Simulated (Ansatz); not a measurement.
The lowest singlet and triplet of CHCl (SMILES [CH]Cl); geometries from B3LYP-D3(BJ)/def2-TZVP, each state relaxed from the structure named, with no frequency check.
Singlet at the triplet's geometry (charge 0, multiplicity 1):
```
atom    x (Å)    y (Å)   z (Å)
----  -------  -------  ------
C     -1.0918   0.3498  0.0000
Cl     0.5004  -0.1057  0.0000
H     -1.9569  -0.3023  0.0000
```

A positive gap puts the triplet lower; no zero-point energy. R- takes a restricted singlet. U- takes an unrestricted singlet (broken symmetry where lower, unprojected). The triplet is unrestricted in single-reference levels. Active spaces average the two states.

Frozen-core correlation.

Run with Ansatz (Gaussian basis) for Hartree–Fock, density functionals and correlated methods. Values without a source in brackets are computed.

```
level                                       gap E(singlet) − E(triplet), vertical, at the triplet's geometry (kcal/mol)
------------------------------------------  ---------------------------------------------------------------------------
R-HF/cc-pV(T+d)Z                                                                                                  25.90
R-r2SCAN/def2-TZVPP                                                                                               15.87
U-PBE0/def2-TZVPP (spin-contaminated)                                                                              3.21
U-BHLYP/def2-TZVPP (spin-contaminated)                                                                             2.06
R-B2PLYP/def2-TZVPP                                                                                                7.35
R-MP2/cc-pV(T+d)Z                                                                                                  8.79
R-CCSD(T)/cc-pV(D+d)Z                                                                                              8.38
SC-NEVPT2 on SA-CASSCF(2,2)/cc-pV(D+d)Z                                                                             [?]
FIC-MRCISD+Q on SA-CASSCF(2,2)/cc-pV(D+d)Z                                                                         8.39
```

Question: Fill in the missing entries.

Answer: 
- SC-NEVPT2 on SA-CASSCF(2,2)/cc-pV(D+d)Z, gap E(singlet) − E(triplet), vertical, at the triplet's geometry (kcal/mol): 10.50

Doubts at one or more of the structures used: a restricted determinant that unrestricted orbitals would lower (R-HF/cc-pV(T+d)Z, R-r2SCAN/def2-TZVPP, R-B2PLYP/def2-TZVPP, R-MP2/cc-pV(T+d)Z, R-CCSD(T)/cc-pV(D+d)Z).

Ansatz is a quantum-chemistry and plane-wave program.
